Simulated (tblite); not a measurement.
Species: 1-(2-propenyl)cyclopentene, C8H12.
Atom-mapped SMILES: `[CH2:1]=[CH:2][CH2:3][C:4]1=[CH:5][CH2:6][CH2:7][CH2:8]1` (hydrogens: H9, H10 on C1; H11 on C2; H12, H13 on C3; H14 on C5; H15, H16 on C6; H17, H18 on C7; H19, H20 on C8)

Computed with GFN2-xTB (tblite), gas phase: Langevin dynamics at 300 K from the optimised GFN2-xTB geometry, time step 0.5 fs, friction 0.01 fs⁻¹, 2000 steps.

Start geometry:
```
atom  x, y, z in Å
C1      3.159    0.933    0.012
C2      2.122    0.581   -0.723
C3      1.281   -0.639   -0.487
C4     -0.138   -0.246   -0.219
C5     -1.198   -0.447   -0.988
C6     -2.449    0.134   -0.398
C7     -2.037    0.466    1.047
C8     -0.502    0.524    1.023
H9      3.488    0.342    0.852
H10     3.731    1.822   -0.195
H11     1.809    1.194   -1.558
H12     1.317   -1.278   -1.373
H13     1.678   -1.198    0.365
H14    -1.204   -0.947   -1.941
H15    -2.739    1.035   -0.946
H16    -3.289   -0.562   -0.441
H17    -2.480    1.395    1.399
H18    -2.361   -0.336    1.712
H19    -0.139    1.552    0.937
H20    -0.053    0.093    1.919
```

The statistics below take the 31 frames saved every 25 fs from 250 to 1000 fs; their kinetic temperature (all 3N coordinates) averages 292 K.

Question: Give the mean, spread and extremes of the bond lengths.

Answer: 
```json
{"bond": "C1=C2", "start (Å)": "1.319", "mean (Å)": "1.321", "standard deviation (Å)": "0.019", "shortest (Å)": "1.291", "longest (Å)": "1.357"}
{"bond": "C2–C3", "start (Å)": "1.500", "mean (Å)": "1.501", "standard deviation (Å)": "0.027", "shortest (Å)": "1.453", "longest (Å)": "1.574"}
{"bond": "C3–C4", "start (Å)": "1.497", "mean (Å)": "1.507", "standard deviation (Å)": "0.024", "shortest (Å)": "1.461", "longest (Å)": "1.567"}
{"bond": "C4=C5", "start (Å)": "1.325", "mean (Å)": "1.329", "standard deviation (Å)": "0.018", "shortest (Å)": "1.291", "longest (Å)": "1.377"}
{"bond": "C5–C6", "start (Å)": "1.500", "mean (Å)": "1.502", "standard deviation (Å)": "0.027", "shortest (Å)": "1.454", "longest (Å)": "1.554"}
{"bond": "C6–C7", "start (Å)": "1.538", "mean (Å)": "1.548", "standard deviation (Å)": "0.031", "shortest (Å)": "1.494", "longest (Å)": "1.622"}
{"bond": "C7–C8", "start (Å)": "1.536", "mean (Å)": "1.542", "standard deviation (Å)": "0.031", "shortest (Å)": "1.488", "longest (Å)": "1.616"}
{"bond": "C4–C8", "start (Å)": "1.506", "mean (Å)": "1.502", "standard deviation (Å)": "0.028", "shortest (Å)": "1.438", "longest (Å)": "1.560"}
{"bond": "C1–H9", "start (Å)": "1.078", "mean (Å)": "1.078", "standard deviation (Å)": "0.024", "shortest (Å)": "1.041", "longest (Å)": "1.128"}
{"bond": "C1–H10", "start (Å)": "1.077", "mean (Å)": "1.087", "standard deviation (Å)": "0.041", "shortest (Å)": "1.001", "longest (Å)": "1.177"}
{"bond": "C2–H11", "start (Å)": "1.083", "mean (Å)": "1.090", "standard deviation (Å)": "0.035", "shortest (Å)": "1.033", "longest (Å)": "1.169"}
{"bond": "C3–H12", "start (Å)": "1.094", "mean (Å)": "1.098", "standard deviation (Å)": "0.023", "shortest (Å)": "1.042", "longest (Å)": "1.140"}
{"bond": "C3–H13", "start (Å)": "1.093", "mean (Å)": "1.100", "standard deviation (Å)": "0.022", "shortest (Å)": "1.053", "longest (Å)": "1.141"}
{"bond": "C5–H14", "start (Å)": "1.077", "mean (Å)": "1.081", "standard deviation (Å)": "0.022", "shortest (Å)": "1.035", "longest (Å)": "1.127"}
{"bond": "C6–H15", "start (Å)": "1.094", "mean (Å)": "1.096", "standard deviation (Å)": "0.025", "shortest (Å)": "1.044", "longest (Å)": "1.156"}
{"bond": "C6–H16", "start (Å)": "1.091", "mean (Å)": "1.097", "standard deviation (Å)": "0.026", "shortest (Å)": "1.044", "longest (Å)": "1.155"}
{"bond": "C7–H17", "start (Å)": "1.088", "mean (Å)": "1.096", "standard deviation (Å)": "0.030", "shortest (Å)": "1.031", "longest (Å)": "1.164"}
{"bond": "C7–H18", "start (Å)": "1.091", "mean (Å)": "1.096", "standard deviation (Å)": "0.024", "shortest (Å)": "1.040", "longest (Å)": "1.143"}
{"bond": "C8–H19", "start (Å)": "1.094", "mean (Å)": "1.100", "standard deviation (Å)": "0.035", "shortest (Å)": "1.034", "longest (Å)": "1.195"}
{"bond": "C8–H20", "start (Å)": "1.091", "mean (Å)": "1.095", "standard deviation (Å)": "0.028", "shortest (Å)": "1.047", "longest (Å)": "1.160"}
```

Question: Give the same statistics for bond angles, one of each kind among heavy atoms.

Answer: 
| angle | start (°) | mean (°) | standard deviation (°) | smallest (°) | largest (°) |
| --- | --- | --- | --- | --- | --- |
| C1–C2–C3 | 124.7 | 124.5 | 4.3 | 114.7 | 131.2 |
| C2–C3–C4 | 110.3 | 110.2 | 4.3 | 102.7 | 119.0 |
| C3–C4–C5 | 128.0 | 127.3 | 2.8 | 120.5 | 134.2 |
| C3–C4–C8 | 120.7 | 120.8 | 2.6 | 116.0 | 126.5 |
| C5–C4–C8 | 111.3 | 111.4 | 2.1 | 107.1 | 117.3 |
| C4–C5–C6 | 112.4 | 112.2 | 2.3 | 108.2 | 116.8 |
| C5–C6–C7 | 103.3 | 103.1 | 2.2 | 99.3 | 106.7 |
| C6–C7–C8 | 105.2 | 104.8 | 2.5 | 100.8 | 110.2 |
| C4–C8–C7 | 103.6 | 103.6 | 2.4 | 98.3 | 108.2 |

Question: How far does each atom move about its mean position (frames aligned on the start, all atoms weighted alike), and what rms force does it feel?

Answer: 
```csv
atom,rms displacement (Å),rms force (eV/Å)
C1,0.16,2.00
C2,0.13,1.91
C3,0.11,1.78
C4,0.10,1.59
C5,0.12,1.45
C6,0.10,1.82
C7,0.09,1.70
C8,0.13,1.81
H9,0.34,0.92
H10,0.26,1.45
H11,0.34,1.16
H12,0.17,0.90
H13,0.19,0.97
H14,0.22,0.86
H15,0.26,0.89
H16,0.27,0.99
H17,0.25,1.02
H18,0.27,0.79
H19,0.27,1.07
H20,0.28,1.00
```

The displacements run from 0.09 to 0.34 Å.

Question: Follow the torsions C1–C2–C3–C4 and C2–C3–C4–C5 through every second one of these frames.

Answer: 
```json
{"t (fs)": "250", "C1–C2–C3–C4 (°)": "129", "C2–C3–C4–C5 (°)": "121"}
{"t (fs)": "300", "C1–C2–C3–C4 (°)": "121", "C2–C3–C4–C5 (°)": "108"}
{"t (fs)": "350", "C1–C2–C3–C4 (°)": "126", "C2–C3–C4–C5 (°)": "105"}
{"t (fs)": "400", "C1–C2–C3–C4 (°)": "136", "C2–C3–C4–C5 (°)": "111"}
{"t (fs)": "450", "C1–C2–C3–C4 (°)": "126", "C2–C3–C4–C5 (°)": "103"}
{"t (fs)": "500", "C1–C2–C3–C4 (°)": "122", "C2–C3–C4–C5 (°)": "92"}
{"t (fs)": "550", "C1–C2–C3–C4 (°)": "130", "C2–C3–C4–C5 (°)": "93"}
{"t (fs)": "600", "C1–C2–C3–C4 (°)": "131", "C2–C3–C4–C5 (°)": "113"}
{"t (fs)": "650", "C1–C2–C3–C4 (°)": "121", "C2–C3–C4–C5 (°)": "102"}
{"t (fs)": "700", "C1–C2–C3–C4 (°)": "89", "C2–C3–C4–C5 (°)": "107"}
{"t (fs)": "750", "C1–C2–C3–C4 (°)": "101", "C2–C3–C4–C5 (°)": "99"}
{"t (fs)": "800", "C1–C2–C3–C4 (°)": "107", "C2–C3–C4–C5 (°)": "110"}
{"t (fs)": "850", "C1–C2–C3–C4 (°)": "117", "C2–C3–C4–C5 (°)": "104"}
{"t (fs)": "900", "C1–C2–C3–C4 (°)": "111", "C2–C3–C4–C5 (°)": "103"}
{"t (fs)": "950", "C1–C2–C3–C4 (°)": "110", "C2–C3–C4–C5 (°)": "95"}
{"t (fs)": "1000", "C1–C2–C3–C4 (°)": "116", "C2–C3–C4–C5 (°)": "93"}
```

Largest departure from the start value over all these frames: C1–C2–C3–C4 31° (start 119°), C2–C3–C4–C5 19° (start 111°).

Question: How widely does the potential energy scatter, against a harmonic estimate?

Answer: Mean 0.67 eV above the start, standard deviation 0.155 eV, range 0.41 to 1.20 eV. For 54 classical harmonic modes at 300 K the canonical values are 54kT/2 = 0.70 eV and kT·√(54/2) = 0.134 eV.

The run is classical and short, so these are rough statistics of one trajectory.

The cost below is that of the whole dynamics run. Hardware: one thread, Intel Xeon at 2.50 GHz (x86_64), shared host with 64 logical CPUs at a one-minute load of 57. Cost: 46 s of wall time, 0.18 GiB resident at most.
